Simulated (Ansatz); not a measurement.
Cost and result for the atomization energy of BH$_{7}$NPSi (`BP(N)[SiH3]`) (11 atoms, 10 bonds).

Z-matrix (Å, degrees):
```
Si
P 1 2.241
H 1 1.487 2 108.7
H 1 1.485 2 108.0 3 119.1
H 1 1.489 2 112.5 3 -119.2
N 2 1.698 1 111.0 3 65.6
B 2 1.824 1 106.9 3 -171.5
H 6 1.008 2 118.3 1 54.5
H 6 1.008 2 115.5 1 -81.5
H 7 1.195 2 116.0 1 44.7
H 7 1.193 2 121.9 1 -142.1
```

Total charge 0; spin multiplicity 1. Geometry: relaxed with PBE0-D4/def2-TZVP. It is one conformer, not always the lowest. Program: Ansatz. All runs use 2 threads of an Arm Neoverse V1 on a shared host. Times are those of one run each, without the atoms' runs, and a repeat can differ threefold. Electronic energies, without spin–orbit coupling; frozen cores. CCSD(T)/CBS adds CCSD(T) − MP2 in def2-TZVPP to the MP2 limit, and its time is that of the two runs behind it. T1 = 0.016. B3LYP takes the VWN-RPA correlation (the form of Gaussian; ORCA's B3LYP/G). HSE06 is the plane-wave form, built on full-range PBE exchange.

CCSD(T)/CBS is a level of theory with its own doubt, some kJ/mol a heavy atom from the limit and from the frozen cores, so smaller differences don't rank the functionals.

| level | functions | wall time | atomization (kJ/mol) | difference from CCSD(T)/CBS | per bond |
| --- | --- | --- | --- | --- | --- |
| LDA (SPW92)/def2-TZVPP | 244 | 2 s | 3859.5 | 465.2 | 46.5 |
| PBE-D4/def2-TZVPP (with forces) | 244 | 4.2 s | 3444.4 | 50.1 | 5.0 |
| CCSD(T)/def2-SVP | 99 | 4.6 s | 3122.5 | -271.8 | -27.2 |
| BHLYP-D4/def2-TZVPP | 244 | 4.7 s | 3359.8 | -34.5 | -3.5 |
| HSE06-D4/def2-TZVPP | 244 | 5 s | 3401.9 | 7.6 | 0.8 |
| r2SCAN-D4/def2-TZVPP (with forces) | 244 | 7.5 s | 3410.7 | 16.4 | 1.6 |
| B3LYP-D4/def2-TZVPP (with forces) | 244 | 7.5 s | 3436.4 | 42.1 | 4.2 |
| PBE-QIDH/def2-TZVPP | 244 | 9.5 s | 3358.7 | -35.6 | -3.6 |
| B97M-V/def2-TZVPP | 244 | 17 s | 3443.4 | 49.1 | 4.9 |
| ωB97M-V/def2-TZVPP (with forces) | 244 | 19 s | 3431.4 | 37.1 | 3.7 |
| MP2/def2-QZVPP | 464 | 36 s | 3349.0 | -45.3 | -4.5 |
| CCSD(T)/def2-TZVPP | 244 | 11 min | 3289.2 | -105.1 | -10.5 |
| CCSD(T)/CBS(def2) | – | 11 min | 3394.3 | 0.0 | 0.0 |

In def2-TZVPP, CCSD(T) changes the Hartree–Fock value by +850.4 kJ/mol (the triples alone add +45.3 kJ/mol) and MP2 by +847.6 kJ/mol; breaking electron pairs costs correlation energy, which Hartree–Fock lacks. From PBE to PBE0 (25 % exact exchange), in def2-TZVPP and without D4, the atomization energy moves by −41.1 kJ/mol: exact exchange takes away binding that semilocal exchange gives to molecules. At CCSD(T), def2-SVP lies −271.8 kJ/mol from the extrapolated value and def2-TZVPP −105.1 kJ/mol: correlation converges slowly with the basis, and small sets miss more of it in the bonded molecule than in its fragments.
